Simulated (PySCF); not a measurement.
Computed shifts of a molecule C3H8OSi2, PySCF with PBE/pcSseg-1, GIAO, gas phase, atoms alike by connectivity averaged where their shifts nearly agree, in ppm (number of nuclei): ²⁹Si: -29.8 (1), -70.3 (1). ¹³C: 170.8 (1), 88.8 (1), 61.3 (1). ¹H: 7.20 (1), 5.42 (1), 5.10 (1), 4.97 (1), 4.51 (1), 4.31 (3). References: ²⁹Si against TMS (σ = 335.4 ppm); ¹³C against TMS (σ = 182.0 ppm); ¹⁷O against H2O (σ = 334.3 ppm); ¹H against TMS (σ = 31.49 ppm), references at their B3LYP-D3(BJ)/def2-TZVP geometries, non-relativistic. The structure is a stationary point at B3LYP-D3(BJ)/def2-SVP. One conformer was computed; it need not be the lowest.

Question: Which structure fits?
A. [SiH3][C@H]1OC=C[SiH2]1
B. [SiH3]O[C@@H]1C=C[SiH2]1
C. O=C1[SiH2]CC[SiH2]1
D. C#C[Si@H](C)O[SiH3]

Answer: A, [SiH3][C@H]1OC=C[SiH2]1
